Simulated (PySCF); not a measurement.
## Radial density of Fe (iron, neutral)

M06, [Ar] 3d5 4s2 4p1, high-spin 7P determinant (an excited configuration). All numbers are calculated (PySCF 2.14, the non-relativistic Hamiltonian (point nucleus), in dyall-av2z).

```csv
r (bohr),4πr²ρ (e/bohr),4πr²(ρα − ρβ)
0.00106,0.1601,0.0000
0.00179,0.4366,0.0000
0.00301,1.159,0.0000
0.00506,2.951,0.0001
0.00851,6.982,0.0002
0.0143,14.64,0.0003
0.0241,25.04,0.0007
0.0405,31.16,0.0019
0.0682,26.46,0.0088
0.115,26.39,0.0610
0.193,34.84,0.4154
0.324,19.09,1.8818
0.546,14.58,4.5017
0.918,13.04,4.2326
1.54,3.132,1.4863
2.60,1.316,0.4488
4.37,0.3784,0.1844
7.35,0.02542,0.0222
12.4,0.0002593,0.0002
```
